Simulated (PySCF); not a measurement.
The multiplicity is imposed and other spin states were not computed.

Cartesian coordinates (Å):
```xyz
9

Zn    -0.1921    -0.2750     0.3822
O      0.1987     0.9972     1.5709
C     -0.0647     2.3645     1.3835
H      0.4453     2.8094     0.4902
H      0.3057     2.9318     2.2703
H     -1.1542     2.6081     1.2862
N     -0.4552    -1.8181    -0.5628
H      0.0219    -1.8121    -1.4766
H     -1.4498    -1.9875    -0.7748
```
Charge 0, spin multiplicity 1.

Problem. Give the charge on the central atom (meta-Löwdin), LUMO and charge on the central atom (Mulliken) at the level PBE-D3(BJ)/def2-TZVP // BP86-D3(BJ)/def2-SVP (PySCF).

Solution. 
```yaml
charge on the central atom (meta-Löwdin): 1.15 e
LUMO: -1.63 eV
charge on the central atom (Mulliken): 0.39 e
```
